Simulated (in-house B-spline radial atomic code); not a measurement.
Ionisation energies along the 60-electron series, configuration 1s2 2s2 2p6 3s2 3p6 3d10 4s2 4p6 4d10 4f5/2(6) 4f7/2(7) 5s1, as differences of self-consistent energies. Dirac energy differences include first-order Breit, QED and recoil terms. NIST's values go from ground level to ground level; the uncertainty of those that are theory runs from under 0.1 % in few-electron ions to several per cent in heavy many-electron ones. Computed with a radial B-spline atomic code at the basis-set limit: Dirac-Hartree-Fock, jj configuration that fills j = l - 1/2 first, finite nuclei.

A number in brackets counts the electrons of a j subshell.

| ion | configuration after | ionisation energy (eV) | IE/(q+1)² (eV) | -ε less Coulomb ΔSCF (eV) | Breit and QED recoil part (eV) | tabulated value (eV) | tabulated kind | computed minus tabulated (eV) |
| --- | --- | --- | --- | --- | --- | --- | --- | --- |
| Hg20+ | [Kr] 4d10 4f5/2(6) 4f7/2(7) | 546.3 | 1.2389 | 0.40956 | -0.84023 | 560 | tabulated theory | -13.7 |
| Tl21+ | [Kr] 4d10 4f5/2(6) 4f7/2(7) | 587.4 | 1.2136 | 0.40792 | -0.91094 | 600 | tabulated theory | -12.6 |
| Pb22+ | [Kr] 4d10 4f5/2(6) 4f7/2(7) | 629.8 | 1.1906 | 0.40718 | -0.98574 | 650 | tabulated theory | -20.2 |
| Bi23+ | [Kr] 4d10 4f5/2(6) 4f7/2(7) | 673.7 | 1.1696 | 0.40721 | -1.0648 | 690 | tabulated theory | -16.3 |
